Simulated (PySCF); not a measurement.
NMR data simulated for an unnamed compound:

1H NMR (400 MHz, computed): δ 2.07 (m, 2H), 2.05 (m, 1H), 1.79 (m, 2H), 1.71 (m, 1H), 1.45 (d, 1H), 1.30 (m, 2H), 1.18 (m, 2H), 1.14 (m, 1H).

13C{1H} NMR (computed): δ 94.0 (C), 74.4 (CH), 37.7 (CH2), 31.4 (CH), 30.1 (CH2), 29.9 (CH2).

[PySCF 2.14.0 with density-fitted response routines: coordinates at the GFN2-xTB level; NMR shieldings at PBE0/pcSseg-1/GIAO; no solvent; one averaged value for each set of equivalent atoms; non-relativistic Hamiltonian; single conformer]

Shifts are taken against calculated references (same method and geometry level): 1H (σref 31.72), 13C (σref 186.93) vs TMS.

Problem. Which of these does the molecule contain: a three-membered ring, a C≡C triple bond, a Si–CH3 group, an OH group?

Solution. 
- A three-membered ring: no.
- A C≡C triple bond: yes (δC 74.4, 94.0; δH 1.45 (d)).
- A Si–CH3 group: no.
- An OH group: no.

The data belong to SMILES C#CC1CCCCC1, C₈H₁₂; they needn't prove each group on their own.

Carbon signals by region: 2 at 50–100 ppm, 4 below 50 ppm.

Shifts are as computed. Against solution values, carbons near 30 ppm lie about +3 ppm off and those near 130 ppm about +5 ppm. Of 1211 compounds with measured shifts, 218 miss one by over three times the rms of a fit or turn the order of signals round; such compounds aren't used in these exercises. No couplings were computed; multiplicities are counted from neighbouring protons, with m where these are inequivalent, close in shift, in a saturated or five-membered ring or joined by F or P, and br s for small geminal =CH2 splittings.
